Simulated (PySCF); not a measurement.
A structure optimised at B3LYP-D3(BJ)/def2-SVP, used in a PySCF frequency run:

```
Si
H 1 1.4882
C 1 1.9334 2 117.25
H 3 1.1022 1 113.81 2 119.49
H 3 1.1039 4 108.27 1 128.47
O 3 1.4508 4 109.93 5 120.41
Si 6 1.6814 3 108.26 4 124.49
F 7 1.6277 6 111.66 3 110.52
H 7 1.4826 8 105.74 6 -123.37
Cl 1 2.0834 2 107.96 3 129.37
```

Problem. Write its SMILES and formula.

Solution. F[Si@H]1OC[Si@@H]1Cl, CH4ClFOSi2

Problem. What are its rotational constants (standard atomic weights)?

Solution. 3.6089, 1.0725, 0.95311 GHz
